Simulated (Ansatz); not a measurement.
## Ansatz (development build ahead of 0.2.0) run

```yaml
crystal:
  periodic: [false, false, false]
  atoms:
    - { symbol: S, position_ang: [0.0, 0.0, 0.0] }
    - { symbol: F, position_ang: [1.70711, 0.0, 0.0] }
    - { symbol: F, position_ang: [-1.70711, 0.0, 0.0] }
    - { symbol: F, position_ang: [0.0, 1.70711, 0.0] }
    - { symbol: F, position_ang: [0.0, -1.70711, 0.0] }
    - { symbol: F, position_ang: [0.0, 0.0, 1.70711] }
    - { symbol: F, position_ang: [0.0, 0.0, -1.70711] }
basis:
  gaussian: { orbitals: cc-pVDZ }
hamiltonian:
  xc: hf
```

The input is written out in the form of the current development build from the run's settings.

Results

| Item | Value |
| --- | --- |
| Converged | yes |
| Total energy | -993.92417 hartree |
| Spin squared of the determinant | 0.000 |

Caution: no unrestricted run beside it, a lower state can exist.
